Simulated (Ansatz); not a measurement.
One change: `COB(F)[CH2][AlH2]` becomes `COBF`.

Ansatz, PBE0-D4/def2-TZVP geometries, multiplicity 1. Each molecule was computed in one conformer, which needn't be the lowest.

| property | `COB(F)[CH2][AlH2]` |
| --- | --- |
| LUMO energy (PBE0/def2-TZVPP) / eV | -1.59 |
| HOMO–LUMO gap (ωB97M-V/def2-TZVPP) / eV | 10.42 |
| LUMO energy (B3LYP/def2-TZVPP) / eV | -1.81 |
| size of the dipole moment (B3LYP/def2-TZVPP) / D | 2.79 |
| HOMO energy (ωB97M-V/def2-TZVPP) / eV | -10.42 |
| HOMO energy (B3LYP/def2-TZVPP) / eV | -7.98 |

(1) What does the change do to each property? (Estimate.)

Results:

(1) Computed: 
```json
{"property": "LUMO energy (PBE0/def2-TZVPP) / eV", "`COBF`": "0.38", "shift": "1.97"}
{"property": "HOMO–LUMO gap (ωB97M-V/def2-TZVPP) / eV", "`COBF`": "13.88", "shift": "3.46"}
{"property": "LUMO energy (B3LYP/def2-TZVPP) / eV", "`COBF`": "0.10", "shift": "1.91"}
{"property": "size of the dipole moment (B3LYP/def2-TZVPP) / D", "`COBF`": "2.56", "shift": "-0.23"}
{"property": "HOMO energy (ωB97M-V/def2-TZVPP) / eV", "`COBF`": "-11.71", "shift": "-1.29"}
{"property": "HOMO energy (B3LYP/def2-TZVPP) / eV", "`COBF`": "-9.07", "shift": "-1.09"}
```

With PBE0 the HOMO falls by 1.10 eV and the LUMO rises by 1.97 eV, so the gap widens by about 3.07 eV. PBE moves the HOMO by -0.85 eV and ωB97M-V by -1.29 eV. Dipoles are sizes alone; their direction can turn.

B3LYP here is the variant with VWN-RPA as its local correlation; programs differ in this.
